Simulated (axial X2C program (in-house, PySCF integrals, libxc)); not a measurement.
# Correcting the dissociation energy of InAs for spin–orbit coupling

A spin-free CCSD(T) curve (one-electron X2C) was computed with an in-house relativistic program for diatomic molecules, basis In dyall-cv3z [11s12p9d4f1g], As dyall-cv3z [9s9p6d4f1g] (cores contracted in-house), for the state M_S = 1, Λ = 0 (beyond evenly filled blocks: π+α, π-α). It gives D0 = 1.585 eV to In + As, which in a spin-free picture are the weighted means of the ground terms.

Correlated methods: 8 electrons correlated (number of frozen shells: In 4 s, 3 p, 2 d; As 3 s, 2 p, 1 d), 294 virtual spin orbitals or spinors in MP2, 90 natural virtuals in coupled cluster.

Measured levels of the ground terms (NIST Handbook of Basic Atomic Spectroscopic Data), in cm⁻¹: In 2P: J = 1/2 at 0, J = 3/2 at 2212.6; As 4S: J = 3/2 at 0.

The molecular state has Λ = 0, so it has no first-order lowering.

How far does each ground level lie under the (2J+1)-weighted mean of its term?

In: (2 × 0 + 4 × 2212.6)/6 = 1475 cm⁻¹; As: a single level, 0.

Correct D0.

D0 = 1.585 + (0 − 1475)/8065.5 = 1.402 eV at CCSD(T) with these spin–orbit terms. The direct two-component run gives 1.429 eV; the difference holds second-order terms in the molecule, scalar two-electron terms, the gap between measured and computed atomic splittings (a 2c atom can miss part of its lowering) and, in coupled cluster, the truncation of each run.

Second-order spin–orbit effects in the molecule, which grow quickly with Z, are left out. One determinant describes the state; a PBE0 search over occupations chose it and may have missed a lower one. Dissociation energies refer to the lowest single-determinant-based atoms at the same level and basis. Coupled cluster ran in a truncated set of natural virtual spinors; the MP2 energy of the rest was added. (T) has no such correction and the atoms are truncated less, which lowers De at CCSD(T) by a hundredth of an eV or more. PBE0 can misorder states that lie within some tenths of an eV, so this need not be the ground state of the molecule. The nearest other spin-free determinant of the search, M_S = 1, Λ = 1, lies 0.42 eV up at the distance of the search. With the outer-core shells frozen, correlated bond lengths of heavy atoms tend to come out a few hundredths of an ångström too long.
